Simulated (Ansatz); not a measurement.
`C[CH](F)[InH2]` and `CC(F)C=N` differ in one atom or group.

Ansatz, PBE0-D4/def2-TZVP geometries, multiplicity 1. Each molecule was computed in one conformer, which needn't be the lowest.

Elements past krypton have def2 core potentials.

| property | `C[CH](F)[InH2]` |
| --- | --- |
| LUMO energy (B3LYP/def2-TZVPP) / eV | -2.09 |
| HOMO–LUMO gap (B3LYP/def2-TZVPP) / eV | 4.77 |
| LUMO energy (PBE0/def2-TZVPP) / eV | -1.79 |
| HOMO–LUMO gap (PBE0/def2-TZVPP) / eV | 5.24 |
| LUMO energy (ωB97M-V/def2-TZVPP) / eV | -0.33 |
| HOMO energy (ωB97M-V/def2-TZVPP) / eV | -9.22 |

(1) What does the change do to each property? (An estimate is asked.)

Answers

(1) Ansatz gave: 
| property | `CC(F)C=N` | shift |
| --- | --- | --- |
| LUMO energy (B3LYP/def2-TZVPP) / eV | -0.59 | 1.50 |
| HOMO–LUMO gap (B3LYP/def2-TZVPP) / eV | 6.94 | 2.17 |
| LUMO energy (PBE0/def2-TZVPP) / eV | -0.30 | 1.49 |
| HOMO–LUMO gap (PBE0/def2-TZVPP) / eV | 7.44 | 2.20 |
| LUMO energy (ωB97M-V/def2-TZVPP) / eV | 1.89 | 2.22 |
| HOMO energy (ωB97M-V/def2-TZVPP) / eV | -10.15 | -0.93 |

With PBE0 the HOMO falls by 0.71 eV and the LUMO rises by 1.49 eV, so the gap widens by about 2.20 eV. PBE moves the HOMO by -0.37 eV and ωB97M-V by -0.93 eV.

B3LYP here is the variant with VWN-RPA as its local correlation; programs differ in this.
